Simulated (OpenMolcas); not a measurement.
An OpenMolcas run meant for N II (ANO-L-VDZP, non-relativistic; inactive shells 1s 2s; intended active space 2 electrons in 3 orbitals (2p)). One step of its input:

```
&RASSCF
FileOrb=start.orb
Symmetry=1
Spin=3
nActEl=2 0 0
Inactive=2 0
Ras2=0 3
CIRoot=8 8 1
SDav=3
CIMx=300
Iter=53 100
PrWF=0.3
OrbListing=Nothing
MaxOrb=0
Atom
>>> COPY $Project.JobIph JOB001
```

Lines from the output:

```
...
      Number of secondary orbitals               9
      Spin quantum number                      1.0
      State symmetry                             1
Orbital specifications:
      -----------------------

      Symmetry species                           1   2
                                                ag  au
      Frozen orbitals                            0   0
      Inactive orbitals                          2   0
      Active orbitals                            0   3
      RAS1 orbitals                              0   0
      RAS2 orbitals                              0   3
      RAS3 orbitals                              0   0
      Secondary orbitals                         6   3
      Deleted orbitals                           0   0
      Number of basis functions                  8   6
      Number of CSFs                             3
      Number of root(s) required                 8
 ************ ERROR ***********
  You can't ask for more roots
  than there are configurations
 ******************************
--- Stop Module: rasscf at  /rc=_RC_INPUT_ERROR_ ---
.####################.
.# User input error #.
.####################.
```

**Question.** What is wrong with the input?

**Answer.** CIRoot asks for more roots than the active space has configuration state functions.
